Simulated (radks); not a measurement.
The numbers below are computed, except where a source is named.
Question: Level of theory: scalar-relativistic Kohn-Sham, LDA (Slater exchange, VWN5 correlation), spin-polarised, spherical densities, finite nucleus; Fermi nuclear charge, rms radius of each element as measured or else 0.836 A^(1/3) + 0.57 fm (a radial shooting solver on a logarithmic mesh with Libxc functionals). Response by self-consistent Sternheimer equations with the Hartree and adiabatic LDA kernel, the relativistic mass of each level held fixed and spin-orbit coupling left out. Rank Sc3+, Ar, V5+, Fe8+, Mn7+, K+, Ti4+, Ca2+, Cr6+ (NIST ground configurations) by static dipole polarisability, largest first.

Answer: Ar 12.02, K+ 5.741, Ca2+ 3.344, Sc3+ 2.162, Ti4+ 1.495, V5+ 1.083, Cr6+ 0.8125, Mn7+ 0.6266, Fe8+ 0.4940 bohr^3.
